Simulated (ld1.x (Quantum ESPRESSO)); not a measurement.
## PBE TM dataset for zirconium, scalar-relativistic all-electron reference.

| Quantity | Value |
| --- | --- |
| Element | zirconium |
| Generator | ld1.x (Quantum ESPRESSO) 7.5 |
| Type | norm-conserving Troullier–Martins (Kleinman–Bylander form) |
| Functional | PBE |
| Relativity | scalar-relativistic |
| Frozen core | [Ar] 3d10 |
| Valence charge | 12 |
| Reference configuration | 4s2 4p6 4d2 5s2 5p0 |
| Partial waves | 4p (bound): rc 1.95 bohr; 4d (bound): rc 2.40 bohr; 4s (bound): rc 1.65 bohr |
| Local potential | the s channel |
| Core correction | none |

Occupied shells without a wave of their own: 5s. They enter only through the test configuration that unscreens the potential.

All-electron outer shells of the reference configuration (PBE, scalar-relativistic, ld1.x):

```tsv
shell	level (eV)	outermost node (bohr)	outermost maximum (bohr)
3p	-317.66	0.18	0.40
3d	-174.71	–	0.35
4s	-54.50	0.55	1.08
4p	-32.46	0.56	1.17
5s	-4.44	1.47	3.15
4d	-3.60	0.58	1.59
5p	-1.47	1.70	4.15
```

Results:

* Cutoffs needed: 50 Ry and 70 Ry (the cutoffs (Ry, on a coarse ladder) from which the occupation-weighted sum of valence levels, in a spherical-Bessel basis at the reference potential, stays within 10 and 1 mRy of its value at 400 Ry)
* Ghost test: no extra level below or beside the all-electron valence levels (p, d, s, f tested) (spherical-Bessel basis up to 400 Ry, 20 bohr box)
* Largest excitation error: -1771 meV (all-electron minus pseudo) for 4s2 4p6 4d1 5s0 5p0, out of 7 test configurations

The potential misses its own reference levels by up to 0.4 eV.

Generation and tests took about 1.4 s on one core of a shared server CPU.
